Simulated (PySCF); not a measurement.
## Towards the basis-set limit for SbH

State: ³Σ⁻, triplet, unpaired electrons π ↑↑. De refers to Sb + H. ROHF-based CCSD(T) in PySCF 2.14 with Sb cc-pwCVDZ-PP with ECP28, H aug-cc-pVDZ and Sb cc-pwCVTZ-PP with ECP28, H aug-cc-pVTZ (frozen core orbitals: 4; scalar-relativistic core potentials). Correlation energies are extrapolated as n⁻³ (n = 2, 3), Hartree–Fock as (n+1)·exp(−9√n).

```csv
Level,Re (Å),ωe (cm⁻¹),ωexe (cm⁻¹),αe (cm⁻¹),De (eV)
CCSD(T)/DZ,1.7169,1900.9,36.3,0.164,2.390
CCSD(T)/TZ,1.7093,1920.8,33.7,0.158,2.561
HF/CBS,1.7025,2030.3,26.9,0.134,1.535
MP2/CBS,1.6896,2019.0,28.7,0.143,2.409
CCSD/CBS,1.7027,1957.6,31.5,0.152,2.584
CCSD(T)/CBS,1.7067,1931.1,32.9,0.156,2.622
```

Question: How much is left between CCSD(T)/TZ and the basis-set limit, and how much do the triples give at the limit?

Answer: CCSD(T)/CBS less CCSD(T)/TZ: -2.6 mÅ in Re, +10.3 cm⁻¹ in ωe and +0.061 eV in De. CCSD(T)/CBS less CCSD/CBS: +4.0 mÅ in Re, -26.5 cm⁻¹ in ωe and +0.038 eV in De.

The T1 diagnostic is 0.015. The state was picked by a PBE0 search and need not be the measured ground state. Spin–orbit coupling, excitations beyond (T) and corrections to the Born–Oppenheimer picture are left out, and spin–orbit coupling matters for open p, d or f shells this heavy.

The whole job (state search and all basis sets along the bond) took about 7 min on 4 threads of Arm Neoverse V1 (shared host), peak memory 5.3 GiB.
